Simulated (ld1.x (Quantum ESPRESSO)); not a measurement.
Cutoff test, Cd, TM

cadmium, norm-conserving Troullier–Martins (Kleinman–Bylander form), made with ld1.x (Quantum ESPRESSO) 7.5 (PBEsol, scalar-relativistic). Core [Ar] 3d10 4s2, reference 4p6 4d10 5s0 5p0 (charge +2). Waves: 4p (bound): rc 1.30 bohr; 4d (bound): rc 1.66 bohr; 5s (bound, empty): rc 1.98 bohr. Local part: the s channel. Core correction: a·sin(br)/r model core, default radius (core density twice the valence density).

The pseudo-atom Hamiltonian at the reference potential is diagonalised in spherical Bessel functions j_l(qr) that vanish at 20 bohr, with q² up to the cutoff. All-electron valence levels (Ry): 4p -6.3080, 5p -1.0606, 4d -2.2372, 5s -1.5600.

**Question.** How do the lowest levels (Ry) of each channel move with the cutoff, and are there ghosts?

**Answer.**

| cutoff (Ry) | p #1 | p #2 | d #1 | s #1 | s #2 | f #1 | f #2 | Σ f·Δε (mRy) |
| --- | --- | --- | --- | --- | --- | --- | --- | --- |
| 8 | -3.1383 | -0.7874 | -0.7228 | -1.5493 | -0.5566 | -0.2742 | -0.1566 | 34161.0 |
| 12 | -4.4749 | -0.8921 | -0.7865 | -1.5510 | -0.5574 | -0.2742 | -0.1566 | 25504.7 |
| 18 | -5.7543 | -0.9326 | -1.0237 | -1.5571 | -0.5587 | -0.2742 | -0.1567 | 15456.0 |
| 30 | -6.2743 | -0.9380 | -1.7572 | -1.5594 | -0.5595 | -0.2742 | -0.1567 | 5001.7 |
| 40 | -6.2844 | -0.9381 | -2.1217 | -1.5598 | -0.5595 | -0.2742 | -0.1567 | 1296.0 |
| 50 | -6.2901 | -0.9381 | -2.2147 | -1.5600 | -0.5596 | -0.2742 | -0.1567 | 331.7 |
| 60 | -6.2989 | -0.9382 | -2.2332 | -1.5600 | -0.5596 | -0.2743 | -0.1567 | 94.7 |
| 80 | -6.3071 | -0.9384 | -2.2370 | -1.5600 | -0.5596 | -0.2743 | -0.1567 | 7.3 |
| 110 | -6.3075 | -0.9384 | -2.2371 | -1.5600 | -0.5596 | -0.2743 | -0.1567 | 3.4 |
| 140 | -6.3079 | -0.9384 | -2.2371 | -1.5600 | -0.5596 | -0.2743 | -0.1567 | 0.5 |
| 180 | -6.3080 | -0.9384 | -2.2372 | -1.5600 | -0.5596 | -0.2743 | -0.1567 | 0.1 |
| 400 | -6.3080 | -0.9384 | -2.2372 | -1.5600 | -0.5596 | -0.2743 | -0.1567 | 0.0 |

Result: no extra level below or beside the all-electron valence levels (p, d, s, f tested); 10 mRy is reached at 80 Ry and 1 mRy at 140 Ry.

Its largest configuration-test error is -1564 meV.
